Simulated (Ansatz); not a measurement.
Program: Ansatz 0.2.0.

`CC(C)[O][GeH]` at its PBE0-D4/def2-TZVP geometry, where that method's forces vanish. Charge 0, multiplicity 1.

| atom | x (Å) | y (Å) | z (Å) |
| --- | --- | --- | --- |
| C1 | 1.3298 | 0.5972 | 0.3427 |
| C2 | 0.1476 | -0.2781 | -0.0192 |
| C3 | -0.7527 | -0.5499 | 1.1684 |
| O4 | -0.6117 | 0.3768 | -1.0249 |
| Ge5 | -0.8463 | -0.3776 | -2.6226 |
| H6 | 1.9655 | 0.7663 | -0.5290 |
| H7 | 0.9813 | 1.5672 | 0.7055 |
| H8 | 1.9330 | 0.1290 | 1.1242 |
| H9 | 0.5228 | -1.2389 | -0.4077 |
| H10 | -1.5862 | -1.1943 | 0.8810 |
| H11 | -1.1615 | 0.3882 | 1.5515 |
| H12 | -0.1973 | -1.0415 | 1.9707 |
| H13 | -1.7243 | 0.8555 | -3.1406 |

For each bond, give half the difference of the two atoms' forces along it (eV/Å; positive pushes the atoms apart) under PBE-D4, r2SCAN-D4, B3LYP-D4, ωB97M-V in def2-TZVPP. (Estimate.)

The calculation gave: 
| bond | length (Å) | PBE-D4 | r2SCAN-D4 | B3LYP-D4 | ωB97M-V |
| --- | --- | --- | --- | --- | --- |
| C1–C2 | 1.515 | -0.01 | 0.05 | 0.11 | 0.10 |
| C1–H6 | 1.092 | 0.09 | -0.04 | -0.07 | -0.07 |
| C1–H7 | 1.093 | 0.10 | -0.04 | -0.06 | -0.06 |
| C1–H8 | 1.093 | 0.10 | -0.03 | -0.06 | -0.07 |
| C2–C3 | 1.515 | -0.01 | 0.05 | 0.11 | 0.10 |
| C2–O4 | 1.420 | 0.28 | 0.32 | 0.18 | 0.19 |
| C2–H9 | 1.102 | 0.05 | -0.11 | -0.14 | -0.15 |
| C3–H10 | 1.092 | 0.09 | -0.04 | -0.07 | -0.07 |
| C3–H11 | 1.093 | 0.10 | -0.04 | -0.06 | -0.06 |
| C3–H12 | 1.093 | 0.10 | -0.03 | -0.06 | -0.08 |
| O4–Ge5 | 1.782 | 0.51 | 0.03 | 0.21 | -0.02 |
| Ge5–H13 | 1.600 | 0.21 | -0.02 | 0.02 | -0.12 |

B3LYP here is the variant with VWN-RPA as its local correlation; programs differ in this.
